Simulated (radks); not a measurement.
Species: Rh3+. Configuration: [Kr] 4d6.

All-electron calculation, scalar-relativistic Kohn-Sham, HCTH/407, spin-polarised, spherical densities, finite nucleus; open shells are filled with parallel spins first (spin-orbit coupling, left out, can overturn this in heavy ions); Fermi nuclear charge, rms radius 4.4945 fm. Program: a radial shooting solver on a logarithmic mesh with Libxc functionals.

Energy parts (eV):
total: -130207.740
kinetic: 134833.093
electron-nucleus: -312748.829
Hartree: 51538.938
exchange-correlation: -3830.942

Orbitals (lengths in bohr, moments of r in powers of bohr; <r^-3> diverges for s and p1/2; r(90%) holds 90 % of the orbital's charge):
orbital	occ.	eigenvalue (eV)	<r^-3>	<r^4>	r(90%)	<r^2>
1s up	1	-23067.10	-	5.376e-06	0.0585	0.001439
1s down	1	-23067.10	-	5.376e-06	0.0585	0.001439
2s up	1	-3381.581	-	0.0009694	0.219	0.02375
2s down	1	-3380.785	-	0.0009691	0.219	0.02374
2p up	3	-3036.624	3245	0.0006935	0.201	0.01869
2p down	3	-3036.020	3246	0.0006932	0.201	0.01868
3s up	1	-635.8392	-	0.04678	0.575	0.1744
3s down	1	-635.4701	-	0.04667	0.575	0.1743
3p up	3	-522.2417	566.9	0.05049	0.588	0.1767
3p down	3	-521.8077	566.6	0.05031	0.587	0.1765
3d up	5	-340.4981	77.03	0.05040	0.586	0.1631
3d down	5	-339.7892	77.00	0.05008	0.586	0.1628
4s up	1	-120.7704	-	1.708	1.41	1.070
4s down	1	-117.1123	-	1.690	1.40	1.063
4p up	3	-88.3962	91.14	2.558	1.56	1.287
4p down	3	-84.5580	92.45	2.581	1.56	1.284
4d up	5	-41.5892	8.002	7.799	2.06	2.116
4d down	1	-37.9550	7.726	9.761	2.20	2.306

The highest occupied level is 4d down at -37.955 eV. The spin density at the nucleus is -4.066 e/bohr^3 (1s -0.108, 2s -1.559, 3s 0.645, 4s -3.044). The electron density at the nucleus is 1.236e+05 e/bohr^3 (large components only). The density falls to 0.001 e/bohr^3 at r = 3.15 bohr. Summed over all electrons, <r^2> = 25.93 bohr^2, which gives a Langevin (diamagnetic) susceptibility term of -20.5 x 10^-6 cm^3/mol. Spin moment in Bohr magnetons: 4.
